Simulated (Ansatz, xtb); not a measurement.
**ClH5InNSi: which of two structures lies lower**

Structure I: `N[SiH2][InH][Cl]`, a singlet. Structure II: a singlet given by its coordinates. Both are gas-phase species (loosely bound parts included), relaxed with PBE0-D3(BJ)/def2-SVP; the shapes shown needn't be the lowest conformers.

I (Å):

```xyz
9

Cl    1.4056    0.3025   -0.2843
In   -0.5094    0.7644    1.0905
N    -0.7919   -2.4293    0.1335
Si   -1.9698   -1.3117    0.7156
H    -0.3331    2.2832    1.8807
H     0.0204   -2.0565   -0.3515
H    -1.0304   -3.3646   -0.1754
H    -3.1004   -0.9540   -0.2101
H    -2.6109   -1.8001    1.9764
```

II (Å):

```xyz
9

Cl   -3.0985    0.0856   -1.0276
In   -1.3161   -1.6626   -1.2306
N    -0.4220    0.0463    0.6643
Si    1.0036    1.0009    0.2637
H     2.1965    0.1577    0.5639
H    -0.4292   -0.3653    1.5962
H     0.9360    1.3029   -1.1950
H     1.1140    2.2848    1.0219
H    -1.3274    0.5021    0.4958
```

Close contacts (Å): Cl1–In2 2.50, In2–N3 2.70, N3–Si4 1.76, N3–H6 1.02, N3–H9 1.03, Si4–H5 1.49, Si4–H7 1.49, Si4–H8 1.50.

Task: Estimate E(II) − E(I) at the level CCSD(T)/def2-SVP + ΔMP2/def2-TZVPP.

Result: Calculated at CCSD(T)/def2-SVP + ΔMP2/def2-TZVPP: E(II) − E(I) = −25.8 kcal/mol, so structure II lies lower.

How the difference moves with the method:

```csv
level,geometry,E(II) − E(I) (kcal/mol),departure from the last row (kcal/mol),"job, with rough time for the two"
PBE0-D3(BJ)/def2-SVP,PBE0-D3(BJ)/def2-SVP,−23.3,+2.5,"optimisation, 2 min"
HF/def2-SVP,PBE0-D3(BJ)/def2-SVP,−25.0,+0.8,part of the CCSD(T) run
MP2/def2-SVP,PBE0-D3(BJ)/def2-SVP,−23.4,+2.3,part of the CCSD(T) run
CCSD(T)/def2-SVP,PBE0-D3(BJ)/def2-SVP,−25.0,+0.8,single point
CCSD(T)/def2-SVP + ΔMP2/def2-TZVPP,PBE0-D3(BJ)/def2-SVP,−25.8,,"single point, 31 s"
```

None of the levels shown reverses the order. The largest departure from CCSD(T)/def2-SVP + ΔMP2/def2-TZVPP is that of PBE0-D3(BJ)/def2-SVP, 2.5 kcal/mol. Levels run at GFN2-xTB geometries aren't shown. The last row adds to CCSD(T) the change of the MP2 difference between the two basis sets, here −0.8 kcal/mol.

With harmonic frequencies from PBE0-D3(BJ)/def2-SVP (ideal gas, rigid rotor, one conformer each, 298.15 K, 1 atm): on the last row, ΔE + ΔZPE = −24.0 kcal/mol. A mode under 50 cm⁻¹ makes harmonic enthalpies and free energies unreliable, so none is given.

The correlated steps freeze 15 core orbitals; the filled d shell of In is correlated, in a basis made for valence electrons. Atoms past krypton carry core potentials in the def2 sets and no spin–orbit term is included. Run with Ansatz 0.2.0; the last row on 2 threads of Intel(R) Xeon(R) Platinum 8259CL CPU @ 2.50GHz (Skylake/Cascade Lake) on a shared host.
